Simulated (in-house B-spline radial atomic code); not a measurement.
How numerical settings move a run on neutral arsenic, [Ar] 3d10 4s2 4p3. Computed with a B-spline radial code for spherical atoms: Dirac-Hartree-Fock, average of configuration, Fermi nucleus of rms radius 4.0968 fm.

Command:
```bash
python run_scf.py task.json out
```
Settings of the sound reference run:
```
Z                33
electrons        33
configuration    [Ar] 3d10 4s2 4p3
hamiltonian      dirac
method           hf
spin_polarised   False
nucleus          fermi
rms_radius       4.0968
mass_number      75
atomic_mass      74.92159
speed_of_light   137.036
knot_spacing     0.22
spline_order     8
gauss_points     12
box_radius       50
max_iterations   70
damping          0.5
damped_steps     3
diis_vectors     10
tolerance        1e-08
start            Thomas-Fermi
```

Cost of the run: 1.7 s on 1 thread of Intel(R) Xeon(R) Platinum 8488C (shared host).

It converges in 10 iterations to -2259.441879 hartree, with 4p3/2 at -8.85822 eV. The other runs change the listed settings, some to values that make no sense; their results aren't properties of the atom or ion. Radii are in bohr (the nuclear one in fm), a minus after a letter asks for a j subshell, and «unchanged» means within 1e-8 hartree. The run stops when the residual is below 10 × tolerance × max(1, Z/10), or a noise floor if that is larger, and the energy moves by less than 1e-8 × √|E| hartree; so very loose and very tight tolerances often act alike.

```tsv
changed settings	outcome
spline_order = 4	converged in 10 iterations, energy +8.24e-04 hartree from the reference, 4p3/2 level -2.2e-05 eV
electrons = 36, configuration = [Ar] 3d10 4s2 4p3 5s3, max_iterations = 60	stopped with error: shell 5s holds at most 2 electrons
diis_vectors = 4	converged in 10 iterations, energy unchanged, 4p3/2 level +2.6e-06 eV
spline_order = 5	converged in 10 iterations, energy +2.42e-05 hartree from the reference, 4p3/2 level -6.6e-07 eV
start = bare nucleus	converged in 12 iterations, energy unchanged, 4p3/2 level -5.0e-06 eV
electrons = 41, configuration = [Ar] 3d10 4s2 4p3 6s2 6p6, max_iterations = 50	not converged after 50 iterations, last residual 4.6e-03
spline_order = 6	converged in 10 iterations, energy +1.15e-06 hartree from the reference
diis_vectors = 2	converged in 13 iterations, energy unchanged, 4p3/2 level -3.6e-06 eV
diis_vectors = 0	converged in 24 iterations, energy unchanged, 4p3/2 level -2.4e-06 eV
spline_order = 3	converged in 9 iterations, energy +5.21e-02 hartree from the reference, 4p3/2 level -9.1e-04 eV
spline_order = 7	converged in 10 iterations, energy +7.42e-08 hartree from the reference
gauss_points = 5, box_radius = 2, max_iterations = 100, diis_vectors = 1, tolerance = 1e-13	converged in 29 iterations, energy +9.68e+00 hartree from the reference, 4p3/2 level +7.2e+01 eV (the program warns: 4p3/2 has a positive eigenvalue: unbound, held by the box; 4s1/2 has a positive eigenvalue: unbound, held by the box)
```

What happens with diis_vectors = 1?

Converged in 37 iterations, energy unchanged, 4p3/2 level -7.5e-06 eV.

What happens with max_iterations = 5, tolerance = 1e-10?

Not converged after 5 iterations, last residual 7.5e-04, last energy +2.29e-05 hartree from the reference.

What happens with knot_spacing = 0.55, max_iterations = 5?

Not converged after 5 iterations, last residual 1.7e-03, last energy +3.45e-02 hartree from the reference.

What happens with spline_order = 10?

Converged in 10 iterations, energy unchanged.
